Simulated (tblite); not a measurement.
Problem. Give a GFN2-xTB geometry of `CC(C)[SiH2]CC[SiH2][SiH3]`.

Solution. 
```xyz
26
C5H18Si3 angstrom
C     -2.674   -0.109    1.538
C     -2.662    0.003    0.015
C     -2.570    1.469   -0.401
Si    -1.269   -1.046   -0.767
C      0.431   -0.576   -0.053
C      1.581   -1.249   -0.802
Si     3.276   -0.833   -0.033
Si     3.527    1.459    0.131
H     -1.758    0.300    1.959
H     -3.514    0.443    1.958
H     -2.762   -1.147    1.850
H     -3.617   -0.386   -0.354
H     -3.395    2.043    0.021
H     -1.640    1.911   -0.049
H     -2.607    1.565   -1.484
H     -1.531   -2.468   -0.496
H     -1.266   -0.827   -2.221
H      0.480   -0.861    1.000
H      0.574    0.507   -0.086
H      1.422   -2.329   -0.810
H      1.556   -0.935   -1.848
H      3.326   -1.497    1.281
H      4.312   -1.484   -0.849
H      2.900    2.179   -0.984
H      4.933    1.873    0.150
H      2.926    2.017    1.348
```

Any rigid rotation of these coordinates is as good. Atoms count from 1 in this order. All 3 C–C bonds measure 1.526 to 1.528 Å. Si7 (SiH2 silicon) is distorted tetrahedral (angles from 105.7° to 113.7°). Si4 (SiH2 silicon) is tetrahedral (angles from 108.9° to 111.2°). Of the pairs four or more bonds apart, Si8···H19 is among the closest relative to their van der Waals radii: 3.11 Å, 94 % of the sum of Bondi's values.

Bonds between heavy atoms (Å): C1–C2 1.527, C2–C3 1.526, C2–Si4 1.912, Si4–C5 1.903, C5–C6 1.528, C6–Si7 1.908, Si7–Si8 2.311.

The geometry is computed with GFN2-xTB (gas phase).

Point group: C1 (no symmetry element, even within 0.4 Å). Its GFN2-xTB frequencies are all real (lowest 20 cm⁻¹). One conformer, not necessarily the lowest (C1–C2–Si4–C5 -56°, C2–Si4–C5–C6 -172°, Si4–C5–C6–Si7 -178°, C5–C6–Si7–Si8 -54°). 3 starts were optimised and ended at 0.00, 0.34 and 0.56 kcal/mol (GFN2-xTB); the lowest of these is shown.
